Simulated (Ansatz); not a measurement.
Relaxation of C$_{3}$H$_{6}$ClFOSi (13 atoms, charge 0, multiplicity 1), to a largest force component of 0.015 eV/Å in at most 40 steps.

The calculation used RKS BLYP-D4/6-31G (Ansatz).

```xyz
13
Properties=species:S:1:pos:R:3
C 0.411 -1.474 1.462
C -0.396 -0.516 0.500
C 0.508 0.388 -0.293
O 1.837 0.408 -0.176
Si -0.243 1.581 -1.528
F -1.547 2.265 -0.838
Cl -0.827 0.572 -3.184
H 1.096 -2.058 0.897
H -0.333 -2.050 2.042
H 0.945 -0.850 2.200
H -1.095 0.110 1.099
H -0.950 -1.115 -0.186
H 0.613 2.705 -1.980
```

Question: Where does it end, and by what steps?

Answer: The run converged. The force dipped under the threshold on the way, but the program's further checks kept it going. Limits of this set-up: no polarisation functions. After 13 steps the energy has fallen by 0.733 eV; F6 moved furthest, 0.20 Å.

```csv
step,energy less start (eV),largest force component (eV/Å),accepted
0,0.0000,3.867,yes
1,-0.6147,2.083,yes
2,-0.7147,0.506,yes
3,-0.7254,0.284,yes
4,-0.7309,0.091,yes
5,-0.7313,0.023,yes
6,-0.7316,0.018,yes
7,-0.7317,0.013,yes
8,-0.7320,0.016,yes
9,-0.7322,0.022,yes
10,-0.7324,0.018,yes
11,-0.7324,0.031,yes
12,-0.7325,0.020,yes
13,-0.7325,0.011,yes
```

```xyz
13
Properties=species:S:1:pos:R:3
C 0.399 -1.474 1.492
C -0.350 -0.544 0.516
C 0.553 0.416 -0.232
O 1.796 0.478 -0.107
Si -0.253 1.659 -1.534
F -1.602 2.462 -0.842
Cl -0.986 0.460 -3.237
H 1.139 -2.090 0.957
H -0.309 -2.144 2.005
H 0.941 -0.890 2.253
H -1.118 0.066 1.035
H -0.914 -1.119 -0.247
H 0.722 2.686 -2.046
```

The run took 88 s on 1 thread of Arm Neoverse V1, with other jobs on the host, peak memory 0.18 GiB.
